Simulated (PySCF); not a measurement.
Bond stretch in MgCl, doublet.

Method: CCSD(T) on UHF/cc-pVTZ, 6 core orbitals frozen (PySCF).

Problem. Relative to R = 2.21 Å, what are the energies at R = 1.78, 1.87, 2.10, 2.77 Å?

Solution. 2.083 eV at 1.78 Å, 1.120 eV at 1.87 Å, 0.079 eV at 2.10 Å, 0.933 eV at 2.77 Å.

The scan ran from 1.78 to 8.83 Å; beyond the distances shown one of the unrestricted levels run for this scan, shown here or not, changes its spin distribution in one step.
